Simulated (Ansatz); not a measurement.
This geometry of B2BrClH2 (6 atoms, charge 0, multiplicity 1) is a first-order saddle point.

Method: Ansatz 0.2.0, RKS PBE-D4/def2-SVP.

```xyz
6
Properties=species:S:1:pos:R:3
B -0.765 0.153 0.576
B 0.624 -0.107 -0.411
Cl 2.256 0.143 0.198
Br 0.424 -0.687 -2.236
H -1.888 -0.023 0.142
H -0.651 0.520 1.731
```

Question: Which two structures does it join? (They come from a converged band through this point; their orientation in space is the band's.)

Answer: No bond is made or broken. The dihedral H6–B1–B2–Br4 goes from 88 to -87°. The two ends are copies of one structure, up to a mirror image or an exchange of like atoms.

Initial state:

```xyz
6
Properties=species:S:1:pos:R:3
B -0.727 0.205 0.525
B 0.672 -0.034 -0.343
Cl 2.200 0.817 -0.279
Br 0.416 -1.511 -1.572
H -1.619 0.923 0.108
H -0.943 -0.400 1.561
```

Final state:

```xyz
6
Properties=species:S:1:pos:R:3
B -0.727 0.204 0.525
B 0.672 -0.031 -0.342
Cl 2.201 0.818 -0.279
Br 0.416 -1.508 -1.571
H -0.942 -0.404 1.559
H -1.619 0.921 0.108
```

Question: How far does it lie above each of them?

Answer: 7.5 kcal/mol above the first and 7.5 kcal/mol above the second. This is the barrier of this one path; another mechanism may lie lower.

Time of the run: 2.1 min on 1 thread of Intel(R) Xeon(R) Platinum 8375C CPU @ 2.90GHz (Ice Lake) (shared host), peak memory 0.14 GiB.
